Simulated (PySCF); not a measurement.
Species: PPPSb tetrahedron, SbP₃.
Bonds: P1–P2, P1–P3, P1–Sb4, P2–P3, P2–Sb4, P3–Sb4.

The calculation used PySCF 2.14.0, PBE0-D3(BJ)/def2-SVP geometry optimisation, gas phase, def2 core potentials past Kr.

What internal coordinates does the optimisation give?

```csv
bond,length (Å)
"P1–P2, P1–P3, P2–P3",2.215
"P1–Sb4, P2–Sb4, P3–Sb4",2.524
```

Bonds in one row agree within 0.01 Å and their mean is given. A selection of angles:
```csv
angle,degrees
P2–P1–P3,60.0
P2–P1–Sb4,64.0
P1–Sb4–P2,52.1
```

Sb4 (antimony bonded to 3 P) is pyramidal (angles 52.1°, 52.1° and 52.1°, sum 156.2°, 2.18 Å off the plane of its three neighbours). P1 (phosphorus bonded to 2 P and Sb) is pyramidal (angles 64.0°, 64.0° and 60.0°, sum 187.9°, 1.84 Å off the plane of its three neighbours). All 3 P–Sb bonds measure 2.524 Å. All 3 P–P bonds measure 2.215 to 2.216 Å.

Point group: C3v (tolerance 0.08 Å). Whether it is a minimum is left open (no frequencies). One conformer, not necessarily the lowest.
